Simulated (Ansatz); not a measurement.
A run for Ansatz (a quantum-chemistry and plane-wave program): R-B3LYP-D3(BJ)/def2-TZVP on CH5AlO2 (SMILES C[O][AlH][OH]).

Ansatz 0.2 input:
```yaml
crystal:
  periodic: [false, false, false]
  atoms:
    - {symbol: C, position_ang: [1.65090350, -0.42496512, 0.46381502]}
    - {symbol: O, position_ang: [0.38154277, 0.03812906, 0.11005832]}
    - {symbol: Al, position_ang: [-1.09368821, 0.64680175, -0.30480272]}
    - {symbol: O, position_ang: [-2.46874857, -0.15962630, -0.69563690]}
    - {symbol: H, position_ang: [2.39909849, -0.02514512, -0.22546407]}
    - {symbol: H, position_ang: [1.89712365, -0.10153946, 1.47852300]}
    - {symbol: H, position_ang: [1.68154095, -1.51666024, 0.42366724]}
    - {symbol: H, position_ang: [-1.17166382, 2.13893777, -0.32439919]}
    - {symbol: H, position_ang: [-3.27610876, -0.59593234, -0.92576070]}
basis:
  gaussian:
    orbitals: def2-TZVP
hamiltonian:
  xc: b3lyp
  dispersion: d3bj
relax: {f_tol: 0.003, max_steps: 120}
scf: {lower_state_search: off}
```

The log:

```
WARN ansatz: RAYON_NUM_THREADS=1 ignored (pool sized by the plan → 1); use --threads N
Functional definition: B3LYP
these checks for a lower state are left out or cut short: stability, starts, cluster_reference, orbital_swaps, neighbouring_geometries, increment
integrals: 0.06 GiB planned
961 factors; their error is unknown
mean field: 0.60 GiB planned
mean field evaluation 1: about -11802.3564 eV, gradient 8.6e1 eV
mean field evaluation 2: about -11769.1572 eV, gradient 1.6e2 eV
mean field evaluation 4: about -11814.9030 eV, gradient 9.1e0 eV
mean field evaluation 8: about -11815.0445 eV, gradient 1.2e-1 eV
mean field evaluation 16: about -11815.0544 eV, gradient 1.6e-4 eV
mean field -11815.05442499 eV, -434.1952415869 hartree, gradient 2.6e-6 eV, S^2 0.000000; 0 other end points of the search recorded, 0 dependent functions left out
the calculation of the forces begins
reference -11815.05470930 eV, -434.1952520351 hartree; 20, 20 occupied and 140, 140 virtual orbitals, 961 factors
relax step   1: F+E_penalty+E_count = -11815.26502269 eV  Δ(F+E_penalty+E_count) = +0.000e0 eV  max|allowed force component| = 1.174e0 eV/Å  Δτ_max = 0.0000 Å  (17 SCF iters, accepted)
these checks for a lower state are left out or cut short: stability, starts, cluster_reference, orbital_swaps, neighbouring_geometries, increment
integrals: 0.06 GiB planned
961 factors; their error is unknown
mean field: 0.60 GiB planned
mean field -11815.11593691 eV, -434.1975021083 hartree, gradient 1.2e-6 eV, S^2 0.000000; 0 other end points of the search recorded, 0 dependent functions left out
the calculation of the forces begins
reference -11815.11622244 eV, -434.1975126014 hartree; 20, 20 occupied and 140, 140 virtual orbitals, 961 factors
relax step   2: F+E_penalty+E_count = -11815.32593659 eV  Δ(F+E_penalty+E_count) = -6.091e-2 eV  max|allowed force component| = 3.050e-1 eV/Å  Δτ_max = 0.0796 Å  (21 SCF iters, accepted)
these checks for a lower state are left out or cut short: stability, starts, cluster_reference, orbital_swaps, neighbouring_geometries, increment
integrals: 0.06 GiB planned
961 factors; their error is unknown
mean field: 0.60 GiB planned
mean field evaluation 32: about -11815.1372 eV, gradient 3.2e-3 eV
mean field -11815.13719509 eV, -434.1982833320 hartree, gradient 1.1e-6 eV, S^2 0.000000; 0 other end points of the search recorded, 0 dependent functions left out
the calculation of the forces begins
reference -11815.13748229 eV, -434.1982938862 hartree; 20, 20 occupied and 140, 140 virtual orbitals, 961 factors
relax step   3: F+E_penalty+E_count = -11815.34703414 eV  Δ(F+E_penalty+E_count) = -2.110e-2 eV  max|allowed force component| = 1.674e-1 eV/Å  Δτ_max = 0.0929 Å  (20 SCF iters, accepted)
these checks for a lower state are left out or cut short: stability, starts, cluster_reference, orbital_swaps, neighbouring_geometries, increment
integrals: 0.06 GiB planned
961 factors; their error is unknown
mean field: 0.60 GiB planned
mean field -11815.14841194 eV, -434.1986955435 hartree, gradient 2.2e-6 eV, S^2 0.000000; 0 other end points of the search recorded, 0 dependent functions left out
the calculation of the forces begins
reference -11815.14869959 eV, -434.1987061146 hartree; 20, 20 occupied and 140, 140 virtual orbitals, 961 factors
relax step   4: F+E_penalty+E_count = -11815.35918111 eV  Δ(F+E_penalty+E_count) = -1.215e-2 eV  max|allowed force component| = 1.972e-1 eV/Å  Δτ_max = 0.1497 Å  (19 SCF iters, accepted)
these checks for a lower state are left out or cut short: stability, starts, cluster_reference, orbital_swaps, neighbouring_geometries, increment
integrals: 0.06 GiB planned
961 factors; their error is unknown
mean field: 0.60 GiB planned
mean field -11815.16890471 eV, -434.1994486389 hartree, gradient 1.1e-6 eV, S^2 0.000000; 0 other end points of the search recorded, 0 dependent functions left out
the calculation of the forces begins
reference -11815.16919177 eV, -434.1994591882 hartree; 20, 20 occupied and 140, 140 virtual orbitals, 961 factors
relax step   5: F+E_penalty+E_count = -11815.38085942 eV  Δ(F+E_penalty+E_count) = -2.168e-2 eV  max|allowed force component| = 5.620e-1 eV/Å  Δτ_max = 0.2000 Å  (26 SCF iters, accepted)
these checks for a lower state are left out or cut short: stability, starts, cluster_reference, orbital_swaps, neighbouring_geometries, increment
integrals: 0.06 GiB planned
961 factors; their error is unknown
mean field: 0.60 GiB planned
mean field -11815.16764894 eV, -434.1994024903 hartree, gradient 1.1e-6 eV, S^2 0.000000; 0 other end points of the search recorded, 0 dependent functions left out
the calculation of the forces begins
reference -11815.16793454 eV, -434.1994129858 hartree; 20, 20 occupied and 140, 140 virtual orbitals, 961 factors
relax step   6: F+E_penalty+E_count = -11815.38098821 eV  Δ(F+E_penalty+E_count) = -1.288e-4 eV  max|allowed force component| = 1.008e0 eV/Å  Δτ_max = 0.1953 Å  (26 SCF iters, accepted)
these checks for a lower state are left out or cut short: stability, starts, cluster_reference, orbital_swaps, neighbouring_geometries, increment
integrals: 0.07 GiB planned
961 factors; their error is unknown
mean field: 0.61 GiB planned
mean field evaluation 64: about -11815.2724 eV, gradient 8.7e-7 eV
mean field -11815.27235601 eV, -434.2032504043 hartree, gradient 9.9e-7 eV, S^2 0.000000; 0 other end points of the search recorded, 0 dependent functions left out
the calculation of the forces begins
reference -11815.27264009 eV, -434.2032608440 hartree; 20, 20 occupied and 140, 140 virtual orbitals, 961 factors
relax step   7: F+E_penalty+E_count = -11815.48930052 eV  Δ(F+E_penalty+E_count) = -1.083e-1 eV  max|allowed force component| = 2.452e-1 eV/Å  Δτ_max = 0.1999 Å  (26 SCF iters, accepted)
these checks for a lower state are left out or cut short: stability, starts, cluster_reference, orbital_swaps, neighbouring_geometries, increment
integrals: 0.07 GiB planned
961 factors; their error is unknown
mean field: 0.61 GiB planned
mean field -11815.31669039 eV, -434.2048796625 hartree, gradient 1.4e-6 eV, S^2 0.000000; 0 other end points of the search recorded, 0 dependent functions left out
the calculation of the forces begins
reference -11815.31697342 eV, -434.2048900635 hartree; 20, 20 occupied and 140, 140 virtual orbitals, 961 factors
relax step   8: F+E_penalty+E_count = -11815.53523727 eV  Δ(F+E_penalty+E_count) = -4.594e-2 eV  max|allowed force component| = 5.927e-1 eV/Å  Δτ_max = 0.2000 Å  (20 SCF iters, accepted)
these checks for a lower state are left out or cut short: stability, starts, cluster_reference, orbital_swaps, neighbouring_geometries, increment
integrals: 0.07 GiB planned
961 factors; their error is unknown
mean field: 0.61 GiB planned
mean field -11815.34051201 eV, -434.2057550910 hartree, gradient 2.2e-6 eV, S^2 0.000000; 0 other end points of the search recorded, 0 dependent functions left out
the calculation of the forces begins
reference -11815.34079241 eV, -434.2057653954 hartree; 20, 20 occupied and 140, 140 virtual orbitals, 961 factors
relax step   9: F+E_penalty+E_count = -11815.56102117 eV  Δ(F+E_penalty+E_count) = -2.578e-2 eV  max|allowed force component| = 4.870e-2 eV/Å  Δτ_max = 0.1868 Å  (20 SCF iters, accepted)
these checks for a lower state are left out or cut short: stability, starts, cluster_reference, orbital_swaps, neighbouring_geometries, increment
integrals: 0.07 GiB planned
961 factors; their error is unknown
mean field: 0.61 GiB planned
mean field -11815.34258044 eV, -434.2058311042 hartree, gradient 1.1e-6 eV, S^2 0.000000; 0 other end points of the search recorded, 0 dependent functions left out
the calculation of the forces begins
reference -11815.34285909 eV, -434.2058413446 hartree; 20, 20 occupied and 140, 140 virtual orbitals, 961 factors
relax step  10: F+E_penalty+E_count = -11815.56474466 eV  Δ(F+E_penalty+E_count) = -3.723e-3 eV  max|allowed force component| = 3.907e-2 eV/Å  Δτ_max = 0.0876 Å  (20 SCF iters, accepted)
these checks for a lower state are left out or cut short: stability, starts, cluster_reference, orbital_swaps, neighbouring_geometries, increment
integrals: 0.07 GiB planned
961 factors; their error is unknown
mean field: 0.61 GiB planned
mean field -11815.34145386 eV, -434.2057897031 hartree, gradient 1.2e-6 eV, S^2 0.000000; 0 other end points of the search recorded, 0 dependent functions left out
the calculation of the forces begins
reference -11815.34173076 eV, -434.2057998793 hartree; 20, 20 occupied and 140, 140 virtual orbitals, 961 factors
relax step  11: F+E_penalty+E_count = -11815.56548943 eV  Δ(F+E_penalty+E_count) = -7.448e-4 eV  max|allowed force component| = 9.386e-2 eV/Å  Δτ_max = 0.0732 Å  (20 SCF iters, accepted)
these checks for a lower state are left out or cut short: stability, starts, cluster_reference, orbital_swaps, neighbouring_geometries, increment
integrals: 0.07 GiB planned
961 factors; their error is unknown
mean field: 0.61 GiB planned
mean field evaluation 96: about -11815.3408 eV, gradient 3.3e-1 eV
mean field -11815.34097993 eV, -434.2057722866 hartree, gradient 1.3e-6 eV, S^2 0.000000; 0 other end points of the search recorded, 0 dependent functions left out
the calculation of the forces begins
reference -11815.34125636 eV, -434.2057824451 hartree; 20, 20 occupied and 140, 140 virtual orbitals, 961 factors
relax step  12: F+E_penalty+E_count = -11815.56552877 eV  Δ(F+E_penalty+E_count) = -3.934e-5 eV  max|allowed force component| = 4.801e-2 eV/Å  Δτ_max = 0.0200 Å  (21 SCF iters, accepted)
these checks for a lower state are left out or cut short: stability, starts, cluster_reference, orbital_swaps, neighbouring_geometries, increment
integrals: 0.07 GiB planned
961 factors; their error is unknown
mean field: 0.61 GiB planned
mean field -11815.34156394 eV, -434.2057937485 hartree, gradient 1.3e-6 eV, S^2 0.000000; 0 other end points of the search recorded, 0 dependent functions left out
the calculation of the forces begins
reference -11815.34184040 eV, -434.2058039083 hartree; 20, 20 occupied and 140, 140 virtual orbitals, 961 factors
relax step  13: F+E_penalty+E_count = -11815.56607900 eV  Δ(F+E_penalty+E_count) = -5.502e-4 eV  max|allowed force component| = 1.381e-2 eV/Å  Δτ_max = 0.0108 Å  (22 SCF iters, accepted)
these checks for a lower state are left out or cut short: stability, starts, cluster_reference, orbital_swaps, neighbouring_geometries, increment
integrals: 0.07 GiB planned
961 factors; their error is unknown
mean field: 0.61 GiB planned
mean field -11815.34160118 eV, -434.2057951174 hartree, gradient 1.3e-6 eV, S^2 0.000000; 0 other end points of the search recorded, 0 dependent functions left out
the calculation of the forces begins
reference -11815.34187767 eV, -434.2058052781 hartree; 20, 20 occupied and 140, 140 virtual orbitals, 961 factors
relax step  14: F+E_penalty+E_count = -11815.56608687 eV  Δ(F+E_penalty+E_count) = -7.876e-6 eV  max|allowed force component| = 1.956e-3 eV/Å  Δτ_max = 0.0026 Å  (23 SCF iters, accepted)
Total energy: -11815.56636336 eV, -434.2140549751 hartree
Atom 0 at     1.369377    -0.464095     0.384048 Å, force    -0.000951     0.001704    -0.000166 eV/Å
Atom 1 at     0.552799     0.657927     0.168769 Å, force     0.000698    -0.001956     0.000117 eV/Å
Atom 2 at    -1.035752     0.994236    -0.279957 Å, force     0.000268    -0.000760    -0.000039 eV/Å
Atom 3 at    -2.180452    -0.209408    -0.626883 Å, force     0.000528    -0.000049     0.000210 eV/Å
Atom 4 at     2.227990    -0.437818    -0.292851 Å, force     0.000073     0.000028    -0.000158 eV/Å
Atom 5 at     1.746427    -0.461227     1.410644 Å, force    -0.000093    -0.000041     0.000178 eV/Å
Atom 6 at     0.837110    -1.408709     0.220618 Å, force    -0.000008     0.000195    -0.000071 eV/Å
Atom 7 at    -1.480151     2.484594    -0.382738 Å, force    -0.000251     0.000448    -0.000035 eV/Å
Atom 8 at    -2.037349    -1.155499    -0.601649 Å, force    -0.000264     0.000431    -0.000037 eV/Å
Dipole moment:     0.205802    -0.408527     0.052100 e Å
Checks for a lower state left out: stability, starts, cluster_reference, orbital_swaps, neighbouring_geometries, increment
```

The calculation finished and met its thresholds.

Cost: very roughly 50 core-seconds.
